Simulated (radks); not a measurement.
Q: Te XIV, 39 electrons, occupied as [Kr] 4d3. Method: non-relativistic Kohn-Sham, LDA (Slater exchange, Perdew-Wang correlation), spin-unpolarised, spherical densities, point nucleus; relativity is left out, which matters for an element this heavy; computed with a radial shooting solver on a logarithmic mesh with Libxc functionals. Some entries of the table are withheld. Estimate them.

orbital  occ.  eigenvalue (eV)  r(max) (bohr)
1s          2        -30649.65        0.01938
2s          2        -4831.725         0.1071
2p          6        -4554.199        0.08373
3s          2        -1178.447         0.3053
3p          6        -1062.481         0.2915
3d         10        -847.2125            (1)
4s          2        -402.9674         0.7072
4p          6              (2)         0.7207
4d          3        -286.6114         0.7448
5s          0        -194.1011          1.412
5p          0        -177.2984          1.474

A: 
(1) 3d r(max) (bohr): 0.2372
(2) 4p eigenvalue (eV): -360.5634
